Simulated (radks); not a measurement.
The numbers below are computed, except where a source is named.
Correlation energies from several functionals, in hartree. Species: Tc2+ [Kr] 4d5; Zn+ [Ar] 3d10 4s1. Code: a radial shooting solver on a logarithmic mesh with Libxc functionals. Model: non-relativistic Kohn-Sham, exchange-only B88, spin-polarised, spherical densities, point nucleus. Every spin shell is full or empty, so the densities are truly spherical. Functionals are evaluated on that one density, not self-consistently.

| functional | Tc2+ | Zn+ |
|---|---|---|
| PW92 | -3.8577 | -2.6056 |
| VWN5 | -3.8757 | -2.6182 |
| Wigner | -2.0893 | -1.5230 |
| PBE | -2.1049 | -1.3739 |
| PBEsol | -2.3921 | -1.5745 |
| TPSS | -2.1050 | -1.3760 |
| revTPSS | -2.1309 | -1.3974 |
| SCAN | -2.0975 | -1.3904 |
| B95 | -2.5481 | -1.6453 |
